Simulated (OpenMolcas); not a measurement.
Nb3+ among 8 point charges of -1.2 e arranged as a cube (Oh), 2.31 Å from the ion.

```yaml
Program: OpenMolcas
Method: "SS-CASPT2, IPEA 0.25 Eh, imaginary shift 0.1 Eh (closed shells correlated: 4s 4p)"
Basis: ANO-RCC-VTZP [7s6p4d2f1g]
Scalar_Hamiltonian: DKH2, point nucleus
Active_space: 2 electrons in 5 orbitals (4d)
State_averaging: 2S+1 = 3 even, 10 roots; 2S+1 = 1 even, 15 roots
Spin-orbit_coupling: RASSI with atomic mean-field integrals over the reference wave functions
```

Task: What is the spin-free ground state (labels of O, the rotations of Oh)?

Result: 3A2, 1-fold in its orbital part, 100 % from free-ion F terms; it has the highest spin that d2 allows.

Task: Where is the first state of the same spin?

Result: 3T2 at 4820 cm-1 above the ground state.

Task: What are the lowest two levels with spin-orbit coupling?

Result: A 3-fold level T2, then a 2-fold level E 4620 cm-1 above it. Their leading multiplicities are 3 (100 %) and 3 (95 %).

Task: What is χT at 300 K, and how does it compare with the textbook value?

Result: The lowest level has 2S+1 = 3, for which the spin-only value is χT = S(S+1) / 2 = 1.000 cm3 K/mol (g = 2). The computed 0.649 at 300 K differs by -0.351, through orbital momentum, spin-orbit coupling and any other state in reach.

Roots that are degenerate in the reference are averaged as groups; the widest CASPT2 spread within a group is 320 cm-1 (the 3-fold group of multiplicity 3 near 8090 cm-1 above the lowest state of its run). Shifts and gaps below about the spread of the groups concerned are not significant. Free-ion shares, where given, are those of the reference states; single-state CASPT2 does not remix them. Point charges carry no covalency, so the field is a model and not that of real ligands. No measured value stands beside these numbers.
